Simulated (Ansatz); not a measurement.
`[SH][Ge][Cl]` + NH₃ → `[NH2][Ge][Cl]` + H₂S at 298.15 K and 1 bar (ligand exchange at a Ge–S bond).

Gas-phase electronic energies from Ansatz, PBE0-D4/def2-TZVP geometries. CCSD(T)/CBS adds triple-zeta CCSD(T) − MP2 to the extrapolated MP2 energy (def2 sets, frozen cores). This one scheme is used for every species. For Ge outer-core shells are correlated without core-valence functions, which leaves a few kJ/mol of doubt a bond. Scalar relativity is left out up to krypton. Each species was taken in one conformer, which may not be the lowest.

| species | CCSD(T)/CBS energy (Eh) | H − E (kJ/mol) | S (J/(mol·K)) |
| --- | --- | --- | --- |
| `[SH][Ge][Cl]` | -2934.32884 | 42.2 | 307.8 |
| NH₃ | -56.50880 | 100.5 | 192.4 |
| `[NH2][Ge][Cl]` | -2591.85675 | 84.5 | 296.7 |
| H₂S | -398.97279 | 49.9 | 205.7 |

H − E and S are ideal-gas, rigid-rotor, harmonic terms from PBE0-D4/def2-TZVP, for one conformer and one mirror image of each species. 1 Eh = 2625.50 kJ/mol, R = 8.31446 J/(mol·K).

By hand: ΔE, ΔH, ΔS and ΔG.

ΔE = (-2591.85675) + (-398.97279) − (-2934.32884) − (-56.50880) = 0.00810 Eh = 21.3 kJ/mol. Δ(H − E) = 84.5 + 49.9 − 42.2 − 100.5 = -8.3, so ΔH = 13.0 kJ/mol. ΔS = 296.7 + 205.7 − 307.8 − 192.4 = 2.2 J/(mol·K). ΔG = 13.0 − 298.15 × (2.2)/1000 = 12.3 kJ/mol.

By hand: the equilibrium constant, and the temperature at which ΔG would vanish if ΔH and ΔS stayed fixed.

log₁₀ K = −ΔG/(RT ln 10) = -2.2. ΔG = 0 at ΔH/ΔS = 5909 K, far beyond where these terms or the molecules hold.

The number of gas molecules stays the same, so ΔS is small and ΔH decides. A doubt of 5 kJ/mol in ΔE shifts log₁₀ K by 0.9 here. Other conformers and mirror images would add mixing entropy, several J/(mol·K) or more a flexible species. These are equilibria of isolated gas molecules and say nothing of rates. Largest T1 diagnostic: 0.014 (customary marks: 0.02 for closed shells, 0.045 for open ones).
